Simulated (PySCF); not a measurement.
An unknown shows these calculated signals:

¹H NMR (500 MHz, computed): δ 6.96 (m, 1H), 6.84 (m, 1H), 5.93 (m, 1H), 4.96 (m, 3H), 2.18 (m, 1H), 1.93 (m, 1H), 1.26 (m, 3H), 0.66 (m, 1H).

¹³C{¹H} NMR (computed): δ 147.6 (CH2), 138.7 (CH), 25.9 (CH2), 25.2 (CH), 18.0 (CH3).

PySCF 2.14 calculation with NMR shieldings at PBE0/pcSseg-1/GIAO and structure optimised with GFN2-xTB; one computed conformer, in vacuum, rapidly exchanging positions averaged, relativity neglected.

Referencing at the same level of theory: ¹H (31.72 ppm), ¹³C (186.93 ppm) vs TMS.

**Question.** Which of these does the molecule contain: a vinyl group CH=CH2, a tert-butyl group, an N-methyl group, a non-aromatic C=C double bond, a methoxy group, a Si–H bond?

**Answer.** 
- A vinyl group CH=CH2: yes (δC 147.6, 138.7; δH 6.96 (m), 6.84 (m), 5.93 (m)).
- A tert-butyl group: no.
- An N-methyl group: no.
- A non-aromatic C=C double bond: yes.
- A methoxy group: no.
- A Si–H bond: yes (δH 4.96 (m)).

The data belong to SMILES C=C[P@@]1(=N[SiH3])C[C@H]1C, C5H12NPSi; they needn't prove each group on their own.

Carbon signals by region: 2 in the sp2 and nitrile region (100–160 ppm), 3 below 50 ppm.

Splittings by ³¹P in the carbon and heteronuclear signals aren't shown, as no couplings were computed. Shifts are as computed. Against solution values, carbons near 30 ppm lie about +3 ppm off and those near 130 ppm about +5 ppm. Of 1211 compounds with measured shifts, 218 miss one by over three times the rms of a fit or turn the order of signals round; such compounds aren't used in these exercises. No couplings were computed; multiplicities are counted from neighbouring protons, with m where these are inequivalent, close in shift, in a saturated or five-membered ring or joined by F or P, and br s for small geminal =CH2 splittings.
